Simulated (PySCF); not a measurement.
CH₅AlF₂O₂Si, SMILES F[SiH](F)[CH2][Al]([OH])[OH].

Geometry optimised at B3LYP-D3(BJ)/def2-SVP. The structure was generated by enumeration; whether it is a known compound was not checked. One conformer was computed; it need not be the lowest.

Two levels are set side by side: TDDFT-PBE/def2-SVPD (PySCF) and TDDFT-CAM-B3LYP/def2-SVPD (PySCF). Vertical, same geometry. The lowest singlet is HOMO→LUMO 96 % with PBE and HOMO−1→LUMO 76 % with the other functional; states are paired by order. Differences are taken from unrounded values.

```tsv
quantity	TDDFT-CAM-B3LYP
lowest singlet excitation (eV)	7.26
lowest triplet excitation (TDA) (eV)	6.63
first bright state (f over 0.05) (eV)	7.30
its oscillator strength	0.11
```

Problem. What does TDDFT-PBE give, and how far is it from TDDFT-CAM-B3LYP? (An estimate is asked for; the answer gives what the named calculation found.)

Solution. 
```json
[
 {"quantity": "lowest singlet excitation (eV)", "TDDFT-PBE": "6.10", "TDDFT-PBE minus TDDFT-CAM-B3LYP": "-1.16"},
 {"quantity": "lowest triplet excitation (TDA) (eV)", "TDDFT-PBE": "5.88", "TDDFT-PBE minus TDDFT-CAM-B3LYP": "-0.75"},
 {"quantity": "first bright state (f over 0.05) (eV)", "TDDFT-PBE": "6.30", "TDDFT-PBE minus TDDFT-CAM-B3LYP": "-1.01"},
 {"quantity": "its oscillator strength", "TDDFT-PBE": "0.06", "TDDFT-PBE minus TDDFT-CAM-B3LYP": "-0.05"}
]
```

A lower first singlet is the usual sign of a functional without exact exchange. Differences between two approximate levels are no errors against the true value.

Rough cost on one machine, each run with all the roots and properties that it gave: TDDFT-CAM-B3LYP against TDDFT-PBE about 10 times.
